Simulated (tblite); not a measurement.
Compound: C6H10F3OP.
Cartesian coordinates in Å at the GFN2-xTB level; atoms count from 1:
```
atom  x, y, z in Å
C1     2.9312   -0.8853    0.1569
O2     1.8276   -0.2259    0.7168
C3     1.1540    0.6116   -0.1884
C4     0.1833    1.5078    0.5867
C5    -1.1193    0.7380    0.7595
C6    -1.4762    0.2272   -0.6364
C7    -2.5346   -0.8478   -0.6268
F8    -2.7621   -1.3450   -1.8531
F9    -2.2152   -1.8929    0.1509
F10   -3.7186   -0.3952   -0.1764
P11    0.1147   -0.4236   -1.4129
H12    2.6329   -1.5024   -0.7023
H13    3.6922   -0.1693   -0.1761
H14    3.3422   -1.5234    0.9364
H15    1.8857    1.2160   -0.7476
H16    0.6258    1.7637    1.5481
H17    0.0024    2.4229    0.0205
H18   -0.9540   -0.1076    1.4300
H19   -1.9119    1.3642    1.1702
H20   -1.8633    1.0408   -1.2630
H21    0.1542   -1.5569   -0.5899
```

Method: GFN2-xTB as coded in tblite; computed harmonic values from a numerical Hessian at the method's own geometry, unscaled. Against measured fundamentals such values can be off by several per cent, at times by over 20. Modes of hydrogen on phosphorus can be 10 to 20 % off. One conformer, not necessarily the lowest.

Harmonic wavenumbers (cm⁻¹): 33.7, 44.4, 111.0, 138.9, 149.2, 190.0, 237.5, 253.3, 298.9, 339.2, 357.9, 407.2, 427.1, 484.6, 515.3, 558.6, 606.5, 686.0, 692.2, 819.9, 851.1, 882.6, 896.9, 957.9, 969.3, 1014.1, 1036.0, 1047.5, 1079.6, 1086.0, 1114.9, 1128.9, 1135.6, 1159.4, 1182.9, 1187.0, 1213.0, 1229.1, 1262.6, 1307.9, 1316.9, 1326.4, 1406.6, 1453.9, 1463.0, 1472.2, 1482.8, 2270.4, 2836.7, 2879.2, 2917.7, 2918.5, 2982.1, 2994.9, 2997.1, 3016.2, 3031.0.

A = 1839, B = 580.9, C = 531.1 MHz; mass 186.042 u (most abundant isotopes); point group C1, symmetry number 1.

**Question.** What is the zero-point energy?

**Answer.** Half the sum of the wavenumbers: 33930 cm⁻¹ = 405.89 kJ/mol.

**Question.** Give the ideal-gas entropy at 350 K and 1 bar in the rigid-rotor, harmonic-oscillator model (classical rotation).

**Answer.** Translation 177.36, rotation 130.52, vibration 175.06: S = 482.9 J/(mol K).

**Question.** And Cp and H(350 K) − H(0)?

**Answer.** Cp = 212.89 J/(mol K), of which vibrations give 179.63 (their classical limit is 57 R = 473.9); H(350 K) − H(0) = 43.31 kJ/mol without the zero-point energy, 31.67 from vibrations.

**Question.** What must be added to the electronic energy to get the Gibbs energy at 350 K and 1 bar?

**Answer.** ZPE + [H(350 K) − H(0)] − T·S = 405.89 + 43.31 − 169.03 = 280.17 kJ/mol.

**Question.** Blend soft modes into free rotors: weight 1/[1 + (100 cm⁻¹/ν̃)⁴] for the oscillator and the rest for a rotor with moment μB/(μ + B), μ = h/(8π²ν), B = 10⁻⁴⁴ kg m². What vibrational entropy results?

**Answer.** 159.59 J/(mol K) in place of 175.06, which changes −T·S at 350 K by +5.42 kJ/mol.

**Question.** Which modes carry the vibrational entropy at 350 K?

**Answer.** 33.7 cm⁻¹: 24.76; 44.4 cm⁻¹: 22.47; 111.0 cm⁻¹: 14.91; 138.9 cm⁻¹: 13.09; 149.2 cm⁻¹: 12.51; 190.0 cm⁻¹: 10.58 J/(mol K); the other 51 give 76.76 together.

Hindered rotation and anharmonicity are outside this model. Other conformers, if any are populated, would add a mixing term that is left out. The structure is chiral; the term R ln 2 for an equal mix with its mirror image is left out.
